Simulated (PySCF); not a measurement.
**Question.** What does the PBE0-D3(BJ)/def2-SVP structure of `[BH3-][N+]#CCC1CCCC1` look like in three dimensions?

**Answer.** 
```xyz
23
C7H14BN angstrom
B      3.7033   -1.4312    0.8185
N      2.4310   -0.5797    0.8275
C      1.4710    0.0554    0.8245
C      0.2343    0.8158    0.8281
C     -0.9590    0.0014    1.3339
C     -2.2651    0.8161    1.3713
C     -3.3976   -0.1951    1.0835
C     -2.7123   -1.5637    0.9670
C     -1.3044   -1.2271    0.4922
H      3.3253   -2.5944    0.7525
H      4.2891   -1.1823    1.8639
H      4.3338   -1.0845   -0.1721
H      0.3897    1.7168    1.4449
H      0.0494    1.1636   -0.2034
H     -0.7249   -0.3442    2.3559
H     -2.3876    1.3306    2.3363
H     -2.2423    1.6046    0.6010
H     -4.1786   -0.1841    1.8575
H     -3.8965    0.0583    0.1352
H     -2.6554   -2.0479    1.9564
H     -3.2443   -2.2587    0.3011
H     -1.3194   -0.9505   -0.5781
H     -0.5834   -2.0509    0.6082
```

Orientation and origin are arbitrary. Atoms count from 1 in this order. The 7 C–C bonds span 1.452 Å (C3–C4, drawn single) to 1.545 Å (C6–C7, drawn single), a spread of 0.093 Å. Of the pairs four or more bonds apart, C3···H23 is among the closest relative to their van der Waals radii: 2.95 Å, 102 % of the sum of Bondi's values. B1 (four-coordinate boron) is distorted tetrahedral (angles from 105.8° to 112.8°). The 5-membered ring C5–C6–C7–C8–C9 has internal angles of 102.4° to 105.7° (sum 522°, against 540° for a flat polygon); it is puckered, 0.19 Å rms from its mean plane, widest ring torsion 42°.

Bonds between heavy atoms (Å): B1–N2 1.531, N2≡C3 1.151, C3–C4 1.452, C4–C5 1.531, C5–C6 1.540, C6–C7 1.545, C7–C8 1.535, C8–C9 1.523, C5–C9 1.529.

The calculation used PySCF 2.14.0, PBE0-D3(BJ)/def2-SVP geometry optimisation, gas phase.

Point group: C1 (no symmetry element, even within 0.4 Å). No frequency check. One conformer, not necessarily the lowest (C3–C4–C5–C6 179°, C4–C5–C6–C7 148°, C5–C6–C7–C8 3°, C6–C7–C8–C9 -28°, C7–C8–C9–C5 42°).
